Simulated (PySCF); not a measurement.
**Working out the excitation energy of Ca⁺**

Ca⁺ [Ar] 4s1 (2S) → Ca⁺ [Ar] 3d1 (2D). All numbers are calculated (PySCF 2.14, scalar relativity by spin-free X2C-1e, in x2c-TZVPPall with one added diffuse shell each of s, p, d type (7s6p4d, 45 functions)). Frozen: [Ne]. Energies in hartree (1 hartree = 27.21139 eV):

| part | Ca⁺ (lower) | Ca⁺ (upper) |
| --- | --- | --- |
| UHF | -679.431381 | -679.344578 |
| CCSD correlation | -0.191294 | -0.179616 |
| (T) | -0.002869 | -0.002633 |

Q: What does Hartree-Fock give?

A: (-679.344578) − (-679.431381) = 0.086803 hartree = 2.362 eV.

Q: What do CCSD and CCSD(T) give?

A: The CCSD correlation energies differ by 0.011678 hartree = 0.318 eV and the triples by 0.000236 hartree = 0.006 eV, so CCSD gives 2.680 eV and CCSD(T) 2.686 eV.

Measured between the centres of the two terms (NIST): 1.697 eV, so CCSD(T) (valence and next inner shell) is off by 0.989 eV.

What remains against the reference includes basis incompleteness, the frozen core and higher excitations.
